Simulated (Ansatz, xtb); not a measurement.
## Isomers of C2H10GeO2Si in order of energy

7 gas-phase structures of C2H10GeO2Si, from a drawn sample of its isomers (lower ones may exist). Each was relaxed with GFN2-xTB; where two conformers were screened, the lower at r2SCAN-D4/def2-SVP is listed:

A. a singlet given by its coordinates
B. `CO[SiH2]O[CH2][GeH3]`, a singlet
C. a singlet given by its coordinates
D. `CO[Si@H](O)[CH2][GeH3]`, a singlet
E. `CO[Si@H](C)[O][GeH3]`, a singlet
F. `CCO[SiH2][O][GeH3]`, a singlet
G. `CC[O][GeH2][O][SiH3]`, a singlet

C (Å):

```xyz
16

C    -0.0247    2.1989   -0.8217
C    -1.0839   -1.1017   -1.5213
Ge   -0.8168   -0.0717    2.7056
O    -0.2077    1.1788    0.1167
O    -0.3876   -1.0309    1.3010
Si    0.0232   -0.4214   -0.1436
H    -0.5335    1.9666   -1.7592
H    -0.4374    3.1180   -0.4070
H     1.0380    2.3433   -1.0277
H     1.4428   -0.7076   -0.3617
H    -2.1160   -0.7797   -1.4071
H    -1.0759   -2.1860   -1.5252
H    -0.7356   -0.7694   -2.4946
H    -1.0055   -1.1320    3.7450
H    -2.0825    0.6701    2.4157
H     0.3167    0.8477    3.0280
```

Close contacts (Å): C1–O4 1.40, C2–Si6 1.89, Ge3–O5 1.75, Ge3–Si6 2.99, O4–Si6 1.64, O5–Si6 1.62, C1–H7 1.09, C1–H8 1.09, C1–H9 1.09, C2–H11 1.09, C2–H12 1.08, C2–H13 1.09, Ge3–H14 1.50, Ge3–H15 1.50, Ge3–H16 1.49, Si6–H10 1.46.

A (Å):

```
atom    x (Å)    y (Å)    z (Å)
   C  -0.8716   0.7722   1.2751
   C   0.6386   0.7728   1.0870
  Ge   0.7410  -2.3464  -1.8538
   O   0.9806  -0.0426   0.0006
   O   1.8464  -1.0170  -2.1485
  Si   2.0264   0.2814  -1.2002
   H  -1.2218  -0.2459   1.4260
   H  -1.3548   1.1765   0.3892
   H  -1.1425   1.3759   2.1371
   H   1.0005   1.7934   0.9216
   H   1.1315   0.3769   1.9830
   H   1.6294   1.4695  -1.9508
   H   3.4067   0.3172  -0.7263
   H   0.9976  -3.2200  -3.0412
   H  -0.6590  -1.8187  -1.8294
   H   1.1122  -3.0090  -0.5660
```

Close contacts (Å): C1–C2 1.52, C2–O4 1.40, Ge3–O5 1.75, Ge3–Si6 3.00, O4–Si6 1.62, O5–Si6 1.62, C1–H7 1.09, C1–H8 1.09, C1–H9 1.09, C2–H10 1.10, C2–H11 1.10, Ge3–H14 1.50, Ge3–H15 1.50, Ge3–H16 1.50, Si6–H12 1.46, Si6–H13 1.46.

Which do you expect lowest at r2SCAN-D4/def2-SVP, and how would the others follow?

Calculated order at r2SCAN-D4/def2-SVP: C (0.000), E (0.002), A (0.394), F (0.422), D (0.484), G (0.997), B (1.694) eV. Less than 1 kcal/mol parts C and E; A and F, so the order within those pairs means little.

Energies above the lowest of each column, in eV; the last columns are at B3LYP/def2-SVP geometries and were run for some of them only (a dash: not run or not comparable):

```csv
structure,GFN2-xTB,HF/STO-3G,r2SCAN-D4/def2-SVP,B3LYP/def2-SVP,CCSD(T)/def2-SVP + ΔMP2/def2-TZVPP
C,0.432,0.000,0.000,0.000,0.000
E,0.440,0.198,0.002,–,–
A,0.000,0.528,0.394,0.313,0.380
F,0.015,0.790,0.422,–,–
D,1.286,0.731,0.484,0.540,0.416
G,0.712,0.963,0.997,–,–
B,1.241,1.400,1.694,–,–
```

CCSD(T)/def2-SVP + ΔMP2/def2-TZVPP puts C lowest of those it was run on; GFN2-xTB picks A. Flexible structures stand in one conformer each, not always the lowest. Frequencies (GFN2-xTB) were run for A, C, D alone. The ΔMP2 step shifts differences by up to 0.204 eV, which makes them less sure. ΔMP2 is the change of the MP2 energy from the smaller to the larger basis.

Over these structures GFN2-xTB departs from r2SCAN-D4/def2-SVP by 0.461 eV on average once a common shift is removed. A GFN2-xTB relaxation took about 0.4 s and the r2SCAN-D4/def2-SVP energy about 3.3 s on a shared host (Ansatz 0.2.0, xtb 6.7.1).
